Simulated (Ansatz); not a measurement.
`C[SiH](N)I` + HCl → `C[SiH](N)Cl` + HI at 298.15 K and 1 bar (ligand exchange at the Si–I bond).

Isolated molecules relaxed with PBE0-D4/def2-TZVP in Ansatz; ΔE leaves out vibrations. CCSD(T)/CBS adds triple-zeta CCSD(T) − MP2 to the extrapolated MP2 energy (def2 sets, frozen cores). This one scheme is used for every species. Elements past krypton have def2 core potentials. For I outer-core shells are correlated without core-valence functions, which leaves a few kJ/mol of doubt a bond. Each species was taken in one conformer, which may not be the lowest.

```json
{"species": "`C[SiH](N)I`", "CCSD(T)/CBS energy (Eh)": "-682.97750", "H − E (kJ/mol)": "212.2", "S (J/(mol·K))": "351.3"}
{"species": "HCl", "CCSD(T)/CBS energy (Eh)": "-460.38127", "H − E (kJ/mol)": "26.6", "S (J/(mol·K))": "186.8"}
{"species": "`C[SiH](N)Cl`", "CCSD(T)/CBS energy (Eh)": "-845.32705", "H − E (kJ/mol)": "213.2", "S (J/(mol·K))": "331.2"}
{"species": "HI", "CCSD(T)/CBS energy (Eh)": "-298.03592", "H − E (kJ/mol)": "22.7", "S (J/(mol·K))": "206.5"}
```

H − E and S are ideal-gas, rigid-rotor, harmonic terms from PBE0-D4/def2-TZVP, for one conformer and one mirror image of each species. 1 Eh = 2625.50 kJ/mol, R = 8.31446 J/(mol·K).

Task: By hand: ΔE, ΔH, ΔS and ΔG.

Result: ΔE = (-845.32705) + (-298.03592) − (-682.97750) − (-460.38127) = -0.00420 Eh = -11.0 kJ/mol. Δ(H − E) = 213.2 + 22.7 − 212.2 − 26.6 = -2.9, so ΔH = -13.9 kJ/mol. ΔS = 331.2 + 206.5 − 351.3 − 186.8 = -0.4 J/(mol·K). ΔG = -13.9 − 298.15 × (-0.4)/1000 = -13.8 kJ/mol.

Task: By hand: the equilibrium constant, and the temperature at which ΔG would vanish if ΔH and ΔS stayed fixed.

Result: log₁₀ K = −ΔG/(RT ln 10) = 2.4. ΔG = 0 at ΔH/ΔS = 34750 K, far beyond where these terms or the molecules hold.

The number of gas molecules stays the same, so ΔS is small and ΔH decides. A doubt of 5 kJ/mol in ΔE shifts log₁₀ K by 0.9 here. Other conformers and mirror images would add mixing entropy, several J/(mol·K) or more a flexible species. These are equilibria of isolated gas molecules and say nothing of rates. Largest T1 diagnostic: 0.009 (customary marks: 0.02 for closed shells, 0.045 for open ones).
